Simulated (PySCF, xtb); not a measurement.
C3H14Si3, SMILES [SiH2]([SiH3])CC[SiH2]C. One conformer was computed; it need not be the lowest.

Harmonic wavenumbers (cm⁻¹) from GFN2-xTB in xtb at its own minimum, in rising order: 35, 49, 56, 81, 103, 124, 142, 228, 246, 375, 439, 444, 467, 472, 567, 571, 640, 678, 704, 730, 758, 769, 786, 792, 808, 820, 824, 828, 843, 847, 1067, 1070, 1196, 1269, 1313, 1375, 1483, 1490, 1492, 1495, 2167, 2182, 2199, 2212, 2213, 2221, 2236, 2940, 2956, 2964, 2975, 3037, 3038, 3048.

### Question
What does B3LYP-D3(BJ)/def2-SVP run with PySCF give at its own minimum? (An estimate is asked for; the answer gives what the named calculation found.)

### Answer
37, 50, 81, 82, 117, 145, 166, 235, 247, 368, 418, 466, 495, 552, 571, 645, 661, 670, 716, 737, 775, 805, 868, 884, 906, 907, 936, 946, 953, 961, 1021, 1082, 1158, 1271, 1276, 1285, 1430, 1432, 1438, 1438, 2190, 2194, 2195, 2198, 2201, 2208, 2213, 3014, 3025, 3029, 3056, 3076, 3119, 3123. Paired by order, the mean absolute difference is 42 cm⁻¹ and the zero-point energies are 92.7 and 94.5 kcal/mol.
